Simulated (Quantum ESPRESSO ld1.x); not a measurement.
Results of a calculation; reference values are marked as such.
Task: Species: the iridium ion Ir3+. Configuration: [Xe] 4f14 5d6 (the NIST ground configuration). Level of theory: scalar-relativistic Kohn-Sham, PBE, spin-unpolarised, spherical densities, point nucleus (ld1.x of Quantum ESPRESSO 7.5). Some entries of the table are withheld. Estimate them.

orbital  occ.  eigenvalue (eV)  r(max) (bohr)  <1/r> (bohr^-1)
1s          2         -76170.8          0.011            92.25
2s          2         -13350.9          0.062            21.60
2p          6         -11601.1            (1)            19.36
3s          2         -3147.08          0.176            8.006
3p          6         -2635.53          0.175            7.338
3d         10         -2072.98          0.142            6.917
4s          2         -696.412          0.399            3.419
4p          6              (2)          0.418            3.095
4d         10         -322.795          0.425            2.766
5s          2         -129.564          0.887              (3)
4f         14         -93.9723          0.395              (4)
5p          6         -86.0494            (5)              (6)
5d          6         -36.8849           1.27           0.8377

Result: 
(1) 2p r(max) (bohr): 0.051
(2) 4p eigenvalue (eV): -528.671
(3) 5s <1/r> (bohr^-1): 1.380
(4) 4f <1/r> (bohr^-1): 2.317
(5) 5p r(max) (bohr): 1.00
(6) 5p <1/r> (bohr^-1): 1.173
